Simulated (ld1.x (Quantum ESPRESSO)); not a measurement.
## What the settings do to the PAW potential of zinc (Zn)

Base potential:

Zn, PAW, made with ld1.x (Quantum ESPRESSO) 7.5 (LDA (PZ), scalar-relativistic). Core [Ne] 3s2, reference 3p6 3d10 4s2 4p0. Waves: 4s (bound): rcut 1.65, rcutus 1.85 bohr; 4s channel at 0.95 Ry: rcut 1.65, rcutus 1.85 bohr; 3p (bound): rcut 1.40, rcutus 1.55 bohr; 4p (bound, empty): rcut 1.40, rcutus 1.55 bohr; 3d (bound): rcut 0.55, rcutus 0.80 bohr; 3d channel at 0.05 Ry: rcut 0.55, rcutus 0.80 bohr. Local part: all-electron potential smoothed inside 1.70 bohr (lloc = -1). Core correction: a·sin(br)/r model core, default radius (ld1.x builds one for every PAW set, though the input has nlcc=.false.). Augmentation charge: PSQ, inside the norm-conserving radii.

All-electron outer shells of the reference configuration (LDA (PZ), scalar-relativistic, ld1.x):

```json
{"shell": "2p", "level (eV)": "-1003.46", "outermost node (bohr)": "–", "outermost maximum (bohr)": "0.15"}
{"shell": "3s", "level (eV)": "-128.62", "outermost node (bohr)": "0.28", "outermost maximum (bohr)": "0.59"}
{"shell": "3p", "level (eV)": "-83.26", "outermost node (bohr)": "0.25", "outermost maximum (bohr)": "0.59"}
{"shell": "3d", "level (eV)": "-10.42", "outermost node (bohr)": "–", "outermost maximum (bohr)": "0.56"}
{"shell": "4s", "level (eV)": "-6.23", "outermost node (bohr)": "0.85", "outermost maximum (bohr)": "2.09"}
{"shell": "4p", "level (eV)": "-1.23", "outermost node (bohr)": "0.92", "outermost maximum (bohr)": "3.04"}
```

Cutoffs, loose and tight: the cutoffs (Ry, on a coarse ladder) from which the occupation-weighted sum of valence levels, in a spherical-Bessel basis at the reference potential, stays within 10 and 1 mRy of its value at 400 Ry. They do not see the model core or the augmentation charge, which bear on the density cutoff. Test errors are all-electron minus pseudo excitation energies from the reference, over the configurations 3p6 3d10 4s1 4p0; 3p6 3d10 4s0 4p0; 3p6 3d9 4s0 4p0; 3p6 3d10 4s0 4p1; 3p6 3d8 4s0 4p0; 3p6 3d9 4s2 4p0; 3p6 3d10 4s1.5 4p0 (two spin-polarised tests are not counted in the largest error). A dash means not determined; rows that change the core or the reference have their own tests. The largest error is taken over the tests solved by every variant that gives reliable tests at all: 3p6 3d10 4s0 4p0; 3p6 3d10 4s0 4p1; 3p6 3d10 4s1 4p0; 3p6 3d10 4s1.5 4p0; 3p6 3d8 4s0 4p0; 3p6 3d9 4s0 4p0.

A true bound ghost makes a file unfit for plane-wave use even where its test errors are small: the radial tests pick states by their node count and pass the ghost by. Where a test does run into it, the solver fails or the error is huge.

The default core radius of the base comes out at 0.31 bohr.

```csv
change,outcome,"cutoff, loose","cutoff, tight",bound ghosts,largest test error (meV)
base,generated,260 Ry,over 300 Ry,none,-190
"waves 3d (bound): rcut 0.55, rcutus 0.64 bohr; 3d channel at 0.05 Ry: rcut 0.55, rcutus 0.64 bohr",generated,over 300 Ry,over 300 Ry,none,-188
"augmentation BG, radius 0.50 bohr",generated,260 Ry,over 300 Ry,none,-208
"wave 3d channel at 0.05 Ry: rcut 0.55, rcutus 0.80 bohr becomes 3d channel at 0.69 Ry: rcut 0.55, rcutus 0.80 bohr",generated,260 Ry,over 300 Ry,none,-186
"waves 3p (bound): rcut 1.00, rcutus 1.06 bohr; 4p (bound): rcut 1.00, rcutus 1.06 bohr",generated,260 Ry,over 300 Ry,none,-171
core correction a·sin(br)/r model core inside 0.98 bohr,generated,260 Ry,over 300 Ry,none,-165
local potential all-electron potential smoothed inside 1.25 bohr (lloc = -2),generated,260 Ry,300 Ry,none,-187
"waves 4s (bound): rcut 1.65, rcutus 2.24 bohr; 4s channel at 0.95 Ry: rcut 1.65, rcutus 2.24 bohr",generated,260 Ry,300 Ry,none,-191
```

**Question.** What comes out with this change to the base: type TM; waves now 4s (bound): rc 1.85 bohr; 3p (bound): rc 1.55 bohr; 3d (bound): rc 0.80 bohr; local potential the d channel; core correction none?

**Answer.** outcome: generated; cutoff, loose: over 300 Ry; cutoff, tight: over 300 Ry; bound ghosts: s; largest test error (meV): -159.

**Question.** What comes out with this change to the base: core [Ar], valence charge 12; reference 3d10 4s2 4p0; waves now 4s (bound): rcut 2.25, rcutus 2.45 bohr; 4s channel at 0.95 Ry: rcut 2.25, rcutus 2.45 bohr; 4p (bound): rcut 0.70, rcutus 0.90 bohr; 4p channel at 0.25 Ry: rcut 0.70, rcutus 0.90 bohr; 3d (bound): rcut 1.10, rcutus 1.40 bohr; 3d channel at 0.05 Ry: rcut 1.10, rcutus 1.40 bohr; local potential all-electron potential smoothed inside 1.00 bohr (lloc = -2); core correction a·sin(br)/r model core inside 0.70 bohr?

**Answer.** outcome: generated; cutoff, loose: 55 Ry; cutoff, tight: 90 Ry; bound ghosts: p, s; largest test error (meV): -1029 over the solved tests; 2 of 9 tests not solved or not reliable.
